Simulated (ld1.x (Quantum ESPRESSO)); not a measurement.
# An all-electron radial function and its pseudo partner (ytterbium (Yb))

Columns: radius, all-electron u(r) and pseudo u(r) of the 4f shell (level -3.06 eV) of ytterbium in the configuration [Kr] 4d10 4f14 5s2 5p6 5d0 6s2 6p0; PBEsol, scalar-relativistic, RRKJ scheme, ld1.x (Quantum ESPRESSO) 7.5.

| r (bohr) | all-electron | pseudo |
| --- | --- | --- |
| 0.103 | 0.1285 | 0.0040 |
| 0.205 | 0.5583 | 0.0560 |
| 0.308 | 0.9378 | 0.2347 |
| 0.410 | 1.1184 | 0.5593 |
| 0.513 | 1.1445 | 0.9523 |
| 0.615 | 1.0868 | 1.2550 |
| 0.718 | 0.9931 | 1.3524 |
| 0.820 | 0.8913 | 1.2362 |
| 0.923 | 0.7917 | 1.0037 |
| 1.025 | 0.7012 | 0.7828 |
| 1.128 | 0.6197 | 0.6345 |
| 1.230 | 0.5486 | 0.5490 |
| 1.332 | 0.4864 | 0.4864 |
| 1.435 | 0.4317 | 0.4317 |
| 1.538 | 0.3840 | 0.3840 |
| 1.640 | 0.3429 | 0.3429 |
| 1.743 | 0.3066 | 0.3066 |
| 1.845 | 0.2751 | 0.2751 |
| 1.948 | 0.2473 | 0.2473 |
| 2.050 | 0.2231 | 0.2231 |
| 2.153 | 0.2015 | 0.2015 |
| 2.255 | 0.1827 | 0.1827 |
| 2.358 | 0.1659 | 0.1659 |
| 2.460 | 0.1511 | 0.1511 |
| 2.562 | 0.1379 | 0.1379 |
| 2.665 | 0.1261 | 0.1261 |

Q: How many radial nodes do the two functions have?

A: The all-electron 4f function has n − l − 1 = 0; the pseudo-wave has 0.

Q: At about which radius was the pseudo-wave matched?

A: 1.30 bohr, where the columns begin to agree (steps of 0.10 bohr).

Q: Where does each function peak?

A: Outermost all-electron maximum near 0.51 bohr, pseudo maximum near 0.72 bohr (to the table’s step).

Q: Is the pseudo-wave norm-conserving?

A: Yes: the RRKJ scheme keeps the norm inside the radius equal to the all-electron one, which fixes the energy derivative of the logarithmic derivative at the level.
